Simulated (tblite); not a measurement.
A tight-binding relaxation on `C=C[SiH2][S+]C` [radical].

Computed with GFN2-xTB geometry optimisation, gas phase (tblite 0.8.0). Start geometry: from a force field or distance geometry. The input is one job of a driver script: a line of settings, then coordinates in Å.

Command:
```bash
OMP_NUM_THREADS=1 python probes_run.py task.json out
```

Input:
```
{"job": {"kind": "relax", "xc": "GFN2-xTB", "basis": "xTB"}, "charge": 1, "multiplicity": 2}
C     -2.674300     0.577700    -0.077900
C     -1.884100    -0.389600     0.337400
Si    -0.170500    -0.656900    -0.249400
S      0.997200     1.033800     0.340900
C      2.709400     0.410800     0.516500
H     -3.694600     0.625600     0.365300
H     -2.375000     1.313100    -0.834000
H     -2.283200    -1.073000     1.116000
H      0.291200    -1.917300     0.359900
H     -0.057100    -0.806100    -1.701200
H      3.025100     0.124500    -0.506400
H      3.374200     1.209500     0.874600
H      2.737400    -0.451500     1.177600
```

Output:
```
step      E/eV     max force
  0    -407.26738    2.262
  1    -407.40577    0.993
  2    -407.45482    0.642
  3    -407.48105    0.575
  4    -407.50671    0.522
  5    -407.52065    0.517
  6    -407.52994    0.401
  7    -407.53824    0.262
  8    -407.54390    0.211
  9    -407.54803    0.179
... (115 lines left out)
125    -407.63328    0.068
126    -407.63391    0.070
127    -407.63443    0.089
128    -407.63459    0.072
129    -407.63481    0.074
130    -407.63499    0.038
131    -407.63507    0.019
132    -407.63515    0.020
133    -407.63520    0.016
134    -407.63523    0.009
```

«max force» is the largest atomic force in eV/Å.

Question: From which step on does the largest force stay under 0.1 eV/Å, and how much energy is left to gain from there?

Answer: From step 122 (0.043 eV/Å), 2.7 meV above the end.

Main results: energy lowered by 8.5 kcal/mol over 134 steps; largest atomic force 0.009 eV/Å at the end.

Time: 0.69 s of wall time. Hardware: one thread of an Arm Neoverse V2, no GPU, shared host.
Labels such as C1 count atoms from 1, the log's own numbers from 0.
